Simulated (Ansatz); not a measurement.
Born–Oppenheimer molecular dynamics of C₃H₈Si₂ (13 atoms, charge 0, multiplicity 1). It starts from a relaxed structure.

Level of theory: RHF/STO-3G in Ansatz.

```json
{"ensemble": "NVT, Langevin thermostat", "time step": "1 fs", "steps asked": "400", "set temperature": "500 K", "friction": "0.005 /fs", "seed": "880149"}
```

First frame:

```xyz
13
Properties=species:S:1:pos:R:3
C -0.546 2.135 0.901
C -0.575 1.023 0.225
C -1.525 -0.142 0.015
Si 0.061 -0.224 -0.894
Si 1.687 -1.639 -0.283
H 0.299 2.813 0.868
H -1.360 2.458 1.540
H -2.447 0.081 -0.505
H -1.704 -0.772 0.877
H -0.015 0.097 -2.279
H 1.549 -2.879 -0.969
H 2.965 -1.097 -0.598
H 1.631 -1.887 1.117
```

Problem. What does the run give?

Solution. All steps were run.

| Property | Result |
| --- | --- |
| steps done | 400 |
| time covered | 400 fs |
| mean temperature over the second half | 423 K |
| spread of the potential energy over the second half | 10.5 meV per atom |
| mean potential energy of the second half above the start | 49.2 meV per atom |

The mean temperature of the second half is 15 % below the set value. A run of 0.4 ps of so small a system gives no equilibrium averages. Limits of this set-up: minimal basis.

Problem. What happens to the structure?

Solution. The same pairs are bonded in the first frame and the last. Pairs count as bonded within 1.25 times the sum of covalent radii (0.12 Å more for H–H). Another seed would give other details.

Problem. How do temperature and energy run in time?

Solution. 
| time (fs) | T (K) | potential energy less start (eV) |
| --- | --- | --- |
| 0.0 | 462 | 0.000 |
| 33.0 | 257 | 0.588 |
| 66.0 | 328 | 0.647 |
| 99.0 | 467 | 0.507 |
| 132.0 | 363 | 0.748 |
| 165.0 | 507 | 0.533 |
| 198.0 | 601 | 0.504 |
| 231.0 | 389 | 0.813 |
| 264.0 | 471 | 0.457 |
| 297.0 | 369 | 0.608 |
| 330.0 | 440 | 0.683 |
| 363.0 | 486 | 0.497 |
| 396.0 | 416 | 0.567 |

Run time: 4.8 min on 1 thread of Arm Neoverse V2, on a shared host, peak memory 0.09 GiB.
